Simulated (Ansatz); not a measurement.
Program: Ansatz. Geometries: PBE0-D4/def2-TZVP. ΔE: electronic, gas phase. CBS: MP2 limit from def2 TZ/QZ plus the TZ coupled-cluster correction, frozen cores. For Se outer-core shells are correlated without core-valence functions, which leaves a few kJ/mol of doubt a bond. Scalar relativity is left out up to krypton. Each species was taken in one conformer, which may not be the lowest.

Consider the isomerisation: `OC1CC[Se]1` → `OC1([SeH])CC1`.

`OC1CC[Se]1`:

Z-matrix (Å, degrees):
```
C
C 1 1.525
Se 1 2.529 2 52.4
C 1 1.528 2 100.0 3 -20.3
H 1 1.093 2 112.3 3 -143.2
H 1 1.091 2 109.7 3 95.8
O 2 1.389 1 109.8 3 116.8
H 2 1.093 1 116.3 3 -114.6
H 4 1.088 1 116.1 2 137.9
H 4 1.088 1 113.9 2 -92.3
H 7 0.961 2 109.2 1 -170.3
```

`OC1([SeH])CC1`:

Cartesian coordinates in Å:
```
O 0.480 -1.407 -0.724
C 0.297 -0.239 -0.005
Se 1.654 0.155 1.322
C -0.290 0.952 -0.700
C -1.119 0.123 0.250
H 1.330 -1.351 -1.174
H 1.354 -1.017 2.159
H 0.007 1.946 -0.391
H -0.480 0.831 -1.759
H -1.380 0.548 1.209
H -1.855 -0.541 -0.187
```

| species | CCSD(T)/CBS(def2) energy (Eh) |
| --- | --- |
| `OC1CC[Se]1` | -2593.62056 |
| `OC1([SeH])CC1` | -2593.60134 |

Question: Work out ΔE.

Answer: ΔE = (-2593.60134) − (-2593.62056) = 0.01922 Eh = +0.52 eV.

Largest T1 diagnostic among the species: 0.010.

In def2-TZVPP, CCSD(T) changes the Hartree–Fock value by +0.10 eV (the triples alone add +0.03 eV) and MP2 by +0.08 eV.
